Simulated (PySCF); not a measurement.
Predicted microwave data (PBE0/def2-SVPD in PySCF (dipole) on a GFN2-xTB geometry, gas phase) for one isomer of C5H8N2O2:

```
Rotational constants : A = 2035, B = 1796, C = 965.7 MHz
Dipole components    : |μa| = 0.30 D, |μb| = 2.26 D, |μc| = 0.00 D
Inertial defect      : -6.39 u·Å²
κ                    : 0.55
```

Question: Which candidate fits, each taken in the one conformer that was computed?
A. `[CH2:1]=[C:2]([CH2:3][C:4]([NH2:5])=[O:6])[NH:7][CH:8]=[O:9]` with C1–C2–C3–C4 -87°, C2–C3–C4–N5 -93°, C3–C4–N5–H 178° and 4°, C1–C2–N7–C8 176°, C2–N7–C8–O9 -3°
B. `[CH3:1][O:2][c:3]1[cH:4][n:5][nH:6][c:7]1[O:8][CH3:9]` with C1–O2–C3–C4 0°, N6–C7–O8–C9 180°
C. `[CH3:1][CH:2]([CH3:3])[O:4][c:5]1[n:6][cH:7][n:8][o:9]1` with C1–C2–O4–C5 -161°, C2–O4–C5–N6 1°

Answer: B. It is COc1cn[nH]c1OC, an asymmetric top, point group Cs. The candidates at the same level (rigid rotor, commonest isotopes):

| SMILES | A (MHz) | B (MHz) | C (MHz) | μa (D) | μb (D) | μc (D) | Δ (u·Å²) | point group | rotor |
| --- | --- | --- | --- | --- | --- | --- | --- | --- | --- |
| C=C(CC(N)=O)NC=O | 2182 | 1502 | 978.6 | 4.21 | 1.18 | 0.82 | -51.59 | C1 | asymmetric top |
| COc1cn[nH]c1OC | 2035 | 1796 | 965.7 | 0.30 | 2.26 | 0.00 | -6.39 | Cs | asymmetric top |
| CC(C)Oc1ncno1 | 4486 | 1014 | 907.7 | 3.05 | 1.51 | 0.71 | -54.43 | C1 | near-prolate asymmetric top |

`CC(C)Oc1ncno1` has A 120 % too high; `C=C(CC(N)=O)NC=O` has B 16 % too low. In the right answer the mirror of this Cs structure is the ab plane, so μc vanishes by symmetry (the 0.01 D computed is a residue). No structure here is proved a minimum.
